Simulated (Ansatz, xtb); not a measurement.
Ranking isomers of C2H7GeNO

3 gas-phase structures of C2H7GeNO, from a drawn sample of its isomers (lower ones may exist). Each was relaxed with GFN2-xTB:

A. `N[C@@]1([GeH3])CO1`, a singlet
B. `N[C@@H]1O[C@H]1[GeH3]`, a singlet
C. `N[C@@H]1O[C@@H]1[GeH3]`, a singlet

Problem. Make a reasoned guess at their ranking by r2SCAN-D4/def2-SVP single-point energy.

Solution. Calculated order at r2SCAN-D4/def2-SVP: B (0.0), C (1.5), A (3.1) kJ/mol. Less than 1 kcal/mol parts B and C; C and A, so the order within those pairs means little.

Energies above the lowest of each column, in kJ/mol; the last columns are at PBE0-D3(BJ)/def2-SVP geometries:

```
structure  GFN2-xTB  HF/STO-3G  r2SCAN-D4/def2-SVP  PBE0-D3(BJ)/def2-SVP  CCSD(T)/def2-SVP + ΔMP2/def2-TZVPP
        B      17.7        0.2                 0.0                   4.9                                 2.7
        C       0.0        2.2                 1.5                   0.0                                 0.0
        A       9.4        0.0                 3.1                   9.3                                 6.2
```

CCSD(T)/def2-SVP + ΔMP2/def2-TZVPP puts C lowest, with B within 1 kcal/mol; HF/STO-3G picks A. CCSD(T)/def2-SVP + ΔMP2/def2-TZVPP orders those it was run on as C (0.0), B (2.7), A (6.2) kJ/mol. Less than 1 kcal/mol parts C and B; B and A, so the order within those pairs means little. Flexible structures stand in one conformer each, not always the lowest. ΔMP2 is the change of the MP2 energy from the smaller to the larger basis.

Programs: Ansatz 0.2.0, xtb 6.7.1.
